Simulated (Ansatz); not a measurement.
A structure relaxed at PBE-D4/def2-TZVP in Ansatz, charge 0, doublet:

```xyz
3

Ta    0.7293   -0.1707   -1.3394
Te   -0.0094    1.4084    0.6944
Te   -0.7199   -1.2377    0.6450
```

Question: Give its formula and point group.

Answer: TaTe2. Point group C2v (tolerance 0.1 Å).

Question: Summarise the bond lengths by kind (pairs closer than 1.2 times the sum of covalent radii, bridged metal pairs left out).

Answer: 2 × Ta–Te 2.68 Å; 1 × Te–Te 2.74 Å. The metal has 2 neighbours: Te 2.68 Å, Te 2.68 Å.

In the def2 sets Ta, Te take a core potential; there is no spin–orbit coupling. The charge 0 doublet is spin-contaminated (final ⟨S²⟩ up to 1.44, 0.75 for a pure state). The relaxation made no stability test and no search for a lower SCF solution. At PBE-D4/def2-TZVP a quartet of charge 0 lies 0.19 eV below the doublet, each at its own geometry. The structure comes from a short search, and lower isomers may exist.
